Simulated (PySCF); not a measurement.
Compound: C5H5O2S (doublet state).
Geometry (GFN2-xTB, Å), atoms numbered from 1 in this order:
```
atom  x, y, z in Å
C1     2.9029    0.6259   -0.2160
C2     1.8342    0.0822   -0.1937
C3     0.5369   -0.4994   -0.1667
C4    -0.2287   -0.4585    1.0706
C5    -1.6355   -0.3751    0.6865
S6    -1.0160    0.4167   -0.9293
O7    -1.5415   -0.1837   -2.1295
O8    -0.9539    1.8489   -0.8482
H9     3.8455    1.0857   -0.2411
H10    0.4820   -1.4342   -0.7275
H11    0.1606    0.0114    1.9576
H12   -2.1019   -1.3073    0.3759
H13   -2.2890    0.1879    1.3435
```

As a line formula: `C#C[C@H]1[CH]CS1(=O)=O` [radical].

Theory: PySCF 2.14.0, UKS B3LYP, pcH-1 on C H O S, non-relativistic, mean-field spin-orbit, GIAO. The structure is a single GFN2-xTB conformer in the gas phase; no vibrational or solvent corrections. Couplings are sensitive to structure, and on GFN2-xTB geometries they can be far from those on DFT ones. No stability test was run, so a lower SCF solution isn't excluded.

Largest spin populations (Mulliken): C4 (+0.95), S6 (+0.09), C3 (-0.09) and C5 (-0.08). No atom but C4 exceeds +0.15. The angles at C4 add up to 350.7°, so it is slightly pyramidal.

(1) List the C–H protons on four-coordinate carbons next to a three-coordinate spin centre, with their couplings and θ (C–H bond against the normal to the plane of the centre's neighbours, projected along the bond that joins the two).

## Answers

(1) 
| β H | on | centre | θ (°) | cos²θ | a (G) |
| --- | --- | --- | --- | --- | --- |
| H10 | C3 | C4 | 30 | 0.76 | +37.27 |
| H12 | C5 | C4 | 23 | 0.84 | +37.36 |
| H13 | C5 | C4 | 69 | 0.12 | +10.57 |

Fitting the Heller–McConnell form a = ρ(B0 + B2 cos²θ), with Mulliken ρ = 0.95, gives B0 = 6.2 G and B2 = 41.4 G; with only two distinct angles the two parameters are fixed exactly. By this fit the coupling would be 45.1 G at θ = 0° and 5.9 G at 90°.

Couplings in gauss use g_iso = 2.0011.

The run took 72 s (grids of density and orbitals included) on an Arm Neoverse V2 with one thread, no GPU, shared host, and the process peaked at 0.97 GiB of memory.
